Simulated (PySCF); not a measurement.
B(Cl)(OH)(SH) (BClH2OS), SMILES OB(S)Cl. The structure is a stationary point at B3LYP-D3(BJ)/def2-SVP. The values are those of a single conformer.

Level of theory: B3LYP-D3(BJ)/def2-SVP (PySCF 2.14.0).

Harmonic wavenumbers (cm⁻¹): 237, 348, 363, 475, 541, 546, 810, 875, 1125, 1378, 2673, 3835. Rotational constants (GHz): 6.808, 3.040, 2.101; symmetry number 1.

Task: Work out the zero-point energy and the ideal-gas rigid-rotor harmonic-oscillator thermochemistry at 298.15 K and 1 atm.

Result: ZPE = ½ Σ hcν = ½ × 13206 cm⁻¹ = 78.99 kJ/mol. H − E(el) = 94.19 kJ/mol. Entropy in J/(mol K): translation 165.71, rotation 110.48, vibration 26.71, total 302.90. G − E(el) = 3.88 kJ/mol. Cp = 75.39 J/(mol K).
